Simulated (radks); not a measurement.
Values are calculated unless marked as measured or tabulated.
Question: All-electron atom: Nd3+ in [Xe] 4f3. Code: a radial shooting solver on a logarithmic mesh with Libxc functionals. Model: Dirac Kohn-Sham, PBE, spin-unpolarised, spherical densities, point nucleus; open shells fill j = l - 1/2 first. Some entries of the table are withheld. Estimate them.

orbital,occ.,eigenvalue (hartree),<r^2> (bohr^2),<1/r> (bohr^-1)
1s1/2,2,-1594.672,(1),66.06
2s1/2,2,-258.7513,0.01197,15.64
2p1/2,2,-244.8343,0.008751,15.61
2p3/2,4,-225.7233,0.01000,14.03
3s1/2,2,-57.04136,0.08095,5.664
3p1/2,2,-51.10260,0.07598,5.577
3p3/2,4,-47.28808,0.08334,5.181
3d3/2,4,-36.95306,0.06761,5.051
3d5/2,6,-36.12881,0.06969,4.951
4s1/2,2,(2),0.4150,2.357
4p1/2,2,-10.00346,(3),(4)
4p3/2,4,-9.17218,(5),(6)
4d3/2,4,(7),0.5646,1.903
4d5/2,6,(8),0.5806,1.871
5s1/2,2,-2.47447,2.314,0.9261
5p1/2,2,-1.85067,2.863,(9)
5p3/2,4,-1.72643,3.140,(10)
4f5/2,3,-1.13661,1.206,1.345
4f7/2,0,-1.11964,1.232,1.332

Answer: 
(1) 1s1/2 <r^2> (bohr^2): 0.0007598
(2) 4s1/2 eigenvalue (hartree): -12.24668
(3) 4p1/2 <r^2> (bohr^2): 0.4408
(4) 4p1/2 <1/r> (bohr^-1): 2.252
(5) 4p3/2 <r^2> (bohr^2): 0.4809
(6) 4p3/2 <1/r> (bohr^-1): 2.120
(7) 4d3/2 eigenvalue (hartree): -5.48416
(8) 4d5/2 eigenvalue (hartree): -5.33648
(9) 5p1/2 <1/r> (bohr^-1): 0.8256
(10) 5p3/2 <1/r> (bohr^-1): 0.7816
